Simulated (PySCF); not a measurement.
Species: C4H7N3S.
Bonds: C1–S2, S2–C3, C3–C4 (aromatic), C4–N5 (aromatic), N5–N6 (aromatic), N6–C7, N6–N8 (aromatic), C3–N8 (aromatic). Hydrogens: H9, H10, H11 on C1; H12 on C4; H13, H14, H15 on C7.

Probes without a nucleus sit at each ring's centroid and 1 Å off its mean plane on both sides; NICS is minus the shielding there, NICSzz its component along the normal. Level: GIAO PBE0/pcSseg-1 (PySCF, non-relativistic, gas phase) on the PBE0-D3(BJ)/def2-SVP geometry, one conformer.

Ring bond lengths (Å), with Mayer bond orders in brackets: C3–C4 1.412 (1.28), C4–N5 1.328 (1.51), N5–N6 1.312 (1.25), N6–N8 1.322 (1.20), N8–C3 1.331 (1.41).

Task: What do the NICS probes read (ppm)?

Result: 
| ring | type | NICS(0) | NICS(1), two faces | NICS(1)zz, two faces | rms pucker (Å) | centre to ring atoms, mean (Å) |
| --- | --- | --- | --- | --- | --- | --- |
| C3–C4–N5–N6–N8 | 5-membered ring with 3 N; formal bonds all aromatic | -12.4 | -12.6 / -12.6 | -30.5 / -30.4 | 0.00 | 1.14 |

Task: What do they say, and how far can they be read as aromaticity?

Result: 
- C3–C4–N5–N6–N8: mean NICS(1)zz -30.5 ppm, shielded. For a flat ring without four-coordinate atoms the NICS criterion counts such a value as aromatic.

Task: What does the geometric index give? Use HOMA with the parameters of Krygowski (1993).

Result: 
- C3–C4–N5–N6–N8: HOMA 0.96; the largest term is that of C3–C4, α(R − Ropt)² = 0.15. The geometric and the magnetic index point the same way.

Task: At the second NICS(1) probe listed for ring C3–C4–N5–N6–N8, 1 Å off the ring, what do the in-plane components average?

Result: The isotropic value is a third of the trace: (3 × -12.6 − (-30.4))/2 = -3.7 ppm.

Task: How do the values depend on the level or the medium?

Result: 
```tsv
level	NICS(0), C3–C4–N5–N6–N8	mean NICS(1)zz, C3–C4–N5–N6–N8
PBE0/pcSseg-1, gas	-12.4	-30.5
WP04/pcSseg-1, gas	-12.1	-29.0
PBE0/pcSseg-1, IEF-PCM acetone	-12.3	-30.6
PBE0/pcSseg-1, IEF-PCM acetonitrile	-12.3	-30.6
```

The geometry is the same throughout; the continuum's cavity takes Bondi-type radii × 1.2.

The values belong to the conformer `[CH3:1][S:2][c:3]1[cH:4][n:5][n:6]([CH3:7])[n:8]1`: C1–S2–C3–C4 179°.
